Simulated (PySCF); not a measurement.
Spin-rotation constants: `C#C[C@]1(F)C(Cl)=C1CC`, C7H6ClF

Molfile (atoms numbered from 1):
```
C7H6ClF
     RDKit          3D

 15 15  0  0  0  0  0  0  0  0999 V2000
    3.1997    1.5161    0.2249 C   0  0  0  0  0  0  0  0  0  0  0  0
    2.3563    0.7021    0.4751 C   0  0  0  0  0  0  0  0  0  0  0  0
    1.3574   -0.2682    0.7921 C   0  0  2  0  0  0  0  0  0  0  0  0
    1.4650   -0.7182    2.1061 F   0  0  0  0  0  0  0  0  0  0  0  0
    0.7865   -1.2193   -0.2052 C   0  0  0  0  0  0  0  0  0  0  0  0
    1.1078   -2.5885   -1.1231 Cl  0  0  0  0  0  0  0  0  0  0  0  0
   -0.0241   -0.2673    0.1860 C   0  0  0  0  0  0  0  0  0  0  0  0
   -1.3269    0.4090    0.1802 C   0  0  0  0  0  0  0  0  0  0  0  0
   -2.3096   -0.2848   -0.7578 C   0  0  0  0  0  0  0  0  0  0  0  0
    3.9361    2.2254   -0.0095 H   0  0  0  0  0  0  0  0  0  0  0  0
   -1.1786    1.4500   -0.1234 H   0  0  0  0  0  0  0  0  0  0  0  0
   -1.7185    0.4217    1.2018 H   0  0  0  0  0  0  0  0  0  0  0  0
   -2.4753   -1.3109   -0.4403 H   0  0  0  0  0  0  0  0  0  0  0  0
   -1.9178   -0.2977   -1.7716 H   0  0  0  0  0  0  0  0  0  0  0  0
   -3.2624    0.2386   -0.7573 H   0  0  0  0  0  0  0  0  0  0  0  0
  1  2  3  0
  2  3  1  0
  3  4  1  1
  3  5  1  0
  5  6  1  0
  5  7  2  0
  7  8  1  0
  8  9  1  0
  7  3  1  0
  1 10  1  0
  8 11  1  0
  8 12  1  0
  9 13  1  0
  9 14  1  0
  9 15  1  0
M  END
```

Level of theory: GIAO PBE0/pcSseg-1 magnetisability, rotational g tensor and spin-rotation constants, non-relativistic, gas phase (PySCF). Geometry: GFN2-xTB.

Problem. Give the nuclear spin-rotation constants along the inertial axes (H = +C I·J) beside the isotropic shieldings.

Solution. Rotational constants 1.4067, 1.0610, 0.7686 GHz. A star marks the isotopologue with that one atom substituted, in its own axes.
| atom | isotope | Caa (kHz) | Cbb (kHz) | Ccc (kHz) | mean (kHz) | σ (ppm) |
| --- | --- | --- | --- | --- | --- | --- |
| F4 | 19F | 1.089 | 1.540 | 0.307 | 0.979 | 319.2 |
| Cl6 | 35Cl | 0.436 | 0.185 | 0.113 | 0.245 | 790.2 |
| H10 | 1H | -0.039 | -0.124 | -0.049 | -0.071 | 29.6 |
| H11 | 1H | -0.133 | -0.053 | -0.030 | -0.072 | 29.1 |
| H12 | 1H | -0.155 | -0.067 | -0.007 | -0.076 | 29.1 |
| H13 | 1H | -0.116 | -0.074 | -0.034 | -0.075 | 30.2 |
| H14 | 1H | -0.149 | -0.084 | -0.010 | -0.081 | 30.3 |
| H15 | 1H | -0.099 | -0.020 | -0.085 | -0.068 | 30.4 |
| C1 | 13C* | 0.254 | 0.327 | 0.170 | 0.250 | 105.2 |
| C2 | 13C* | 0.192 | 0.385 | 0.170 | 0.249 | 104.0 |
| C3 | 13C* | 0.427 | 0.288 | 0.071 | 0.262 | 114.0 |
| C5 | 13C* | 0.600 | 0.343 | 0.152 | 0.365 | 54.1 |
| C7 | 13C* | 0.685 | 0.337 | 0.121 | 0.381 | 51.1 |
| C8 | 13C* | 0.207 | 0.163 | 0.103 | 0.158 | 166.0 |
| C9 | 13C* | 0.179 | 0.142 | 0.107 | 0.143 | 173.6 |

For the geometry as given, no vibrational averaging.
